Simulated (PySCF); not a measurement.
B3LYP has the VWN-RPA correlation part, as in Gaussian. Delta-SCF ions had no search for a lower state. Excitations are Tamm–Dancoff values on a coarser integration grid. The basis has no diffuse functions, so Rydberg states are missing or too high.

# C4H9F, SMILES `CC[C@@H](C)F` (C–C–C–F torsion 61°) (charge 0, multiplicity 1)

Computed with B3LYP-D3(BJ)/def2-TZVP in PySCF.

The HOMO comes out as -8.82 eV and the dipole moment is 1.90 D. The HOMO–LUMO gap comes out as 9.73 eV. The LUMO is 0.91 eV. The S1 excitation (TDA) is 8.75 eV, the S1 oscillator strength is 0.003 and the T1 excitation (TDA) is 8.50 eV. The S1–T1 gap (TDA) is 0.26 eV and the vertical ionisation energy (Delta-SCF) comes out as 11.17 eV. The total energy is -257.8209 Ha. The cost is around 2.7 core-minutes (rough).

```xyz
14

C      1.8199     0.5844    -0.4755
C      0.5775    -0.3004    -0.4974
C     -0.5863     0.2757     0.2869
C     -1.8339    -0.5790     0.2581
F     -0.1880     0.4198     1.6337
H      1.6129     1.5631    -0.9151
H      2.1654     0.7423     0.5461
H      2.6337     0.1299    -1.0424
H      0.2423    -0.4541    -1.5277
H      0.8079    -1.2894    -0.0903
H     -0.8084     1.2895    -0.0626
H     -2.2149    -0.6562    -0.7620
H     -1.6164    -1.5841     0.6238
H     -2.6117    -0.1414     0.8842
```
Charge 0, spin multiplicity 1.
